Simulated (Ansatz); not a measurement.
Geometry optimisation, Ansatz, RKS r2SCAN-D4/def2-SVP.

Input file:

```yaml
crystal:
  periodic: [false, false, false]
  atoms:
    - { symbol: "N", position_ang: [-0.6868, 1.5931, -0.3633] }
    - { symbol: Si, position_ang: [-0.2023, 0.0486, -0.6938] }
    - { symbol: Si, position_ang: [0.5528, -1.1159, 1.1302] }
    - { symbol: Cl, position_ang: [-1.6578, -0.9235, -1.6241] }
    - { symbol: H, position_ang: [0.0669, 2.2534, -0.3112] }
    - { symbol: H, position_ang: [-1.2626, 1.9814, -1.1834] }
    - { symbol: H, position_ang: [0.8906, 0.222, -1.7066] }
    - { symbol: H, position_ang: [1.61912, -0.35989, 1.86589] }
    - { symbol: H, position_ang: [1.01449, -2.51131, 0.82314] }
    - { symbol: H, position_ang: [-0.56601, -1.29021, 2.16372] }
basis:
  gaussian: { orbitals: def2-SVP }
hamiltonian:
  xc: r2scan
  dispersion: d4
relax:
  f_tol: 0.015
  max_steps: 40
```

Run as:

```bash
$ ansatz run input.yaml --threads 2 --pin off --max-ram 3072MiB --backend cpu --events-out ev --progress --plain --runs-dir out
```

Task: Where does it end, and by what steps?

Result: The run converged. After 15 steps the energy has fallen by 0.684 eV; H5 moved furthest, 1.35 Å.

```
step  energy less start (eV)  largest force component (eV/Å)  accepted
   0                  0.0000                           3.126       yes
   1                 -0.4336                           1.563       yes
   2                 -0.4934                           0.595       yes
   3                 -0.5252                           0.599       yes
   4                 -0.5500                           0.270       yes
   5                 -0.5702                           0.133       yes
   6                 -0.5781                           0.285       yes
   7                 -0.6092                           0.370       yes
   8                 -0.6525                           0.245       yes
   9                 -0.6701                           0.268       yes
  10                 -0.6816                           0.081       yes
  11                 -0.6805                           0.115        no
  12                 -0.6838                           0.017       yes
  13                 -0.6843                           0.020       yes
  14                 -0.6844                           0.021       yes
  15                 -0.6844                           0.012       yes
```

```xyz
10
Properties=species:S:1:pos:R:3
N -0.476 1.659 -0.482
Si -0.095 0.018 -0.834
Si 0.616 -1.042 1.125
Cl -1.718 -1.142 -1.517
H -1.068 1.883 0.314
H -0.641 2.313 -1.242
H 0.893 0.027 -1.947
H 1.872 -0.428 1.656
H 0.848 -2.496 0.873
H -0.461 -0.896 2.154
```

Time of the run: 42 s on 2 threads of AMD EPYC 7B13 (Zen 3), with other jobs on the host, peak memory 0.18 GiB.
